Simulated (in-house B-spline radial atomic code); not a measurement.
# OEP/ALDAx excitations of Fe⁸⁺

Method: OEP/ALDAx. Computed with an all-electron radial atomic-structure program (B-spline basis): linear response of the closed shell [Ne] 3s2 3p6 with the adiabatic LDA exchange kernel on the exchange-only optimised effective potential; non-relativistic, point nucleus, no spin-orbit coupling, no double excitations, S, P, D and F terms only. Only terms of natural parity with L up to 3 were computed.

Command:
```bash
python run_td.py task.json out
```
Settings (radii: box in bohr, nucleus in fm):
```
Z                        26
electrons                18
configuration            [Ne] 3s2 3p6
hamiltonian              nr
method                   oep
box_radius               11.59
intervals                71
```

Run time, properties included: 0.5 s on 1 thread of Intel(R) Xeon(R) Platinum 8259CL CPU @ 2.50GHz (Skylake/Cascade Lake), with other jobs on the host.

The lowest states, in the order of their Tamm-Dancoff energies; the method's threshold (minus the highest occupied level) is 233.77 eV. Labels give the largest channel, * marks a mixed state, and oscillator strengths are full-response dipole values. Semilocal kernels can invert the small singlet-triplet splittings of Rydberg terms. Energies in eV:

| state | full response | Tamm-Dancoff | oscillator strength |
| --- | --- | --- | --- |
| 3p → 3d 3P | ? | ? | - |
| 3p → 3d 3F | 52.03 | 52.14 | - |
| 3p → 3d 1F | 56.51 | 56.56 | - |
| 3p → 3d 1P | 72.07 | 75.22 | 2.93 |
| 3s → 3d 3D | 86.83 | 86.88 | - |
| 3s → 3d 1D | 92.36 | 92.52 | - |
| 3p → 4s 3P | ? | ? | - |
| 3p → 4s 1P | 117.47 | 117.53 | 0.292 |
| 3p → 4p 3S | 126.46 | 126.50 | - |
| 3p → 4p 3D | 127.77 | 127.78 | - |

Problem. Where does 3p → 4s 3P lie?

Solution. At 116.22 eV in full response, 116.23 eV in Tamm-Dancoff.

Problem. Where does 3p → 3d 3P lie?

Solution. At 50.59 eV in full response, 50.76 eV in Tamm-Dancoff.

Problem. How large is the singlet-triplet splitting of 3p → 3d (F terms) in Tamm-Dancoff?

Solution. 4.42 eV, from the unrounded values.

Problem. What polarisabilities and dispersion coefficient does the method give?

Solution. Dipole 0.4981 bohr³, quadrupole 0.3138 bohr⁵, C6 0.5765 hartree·bohr⁶ for two such species.
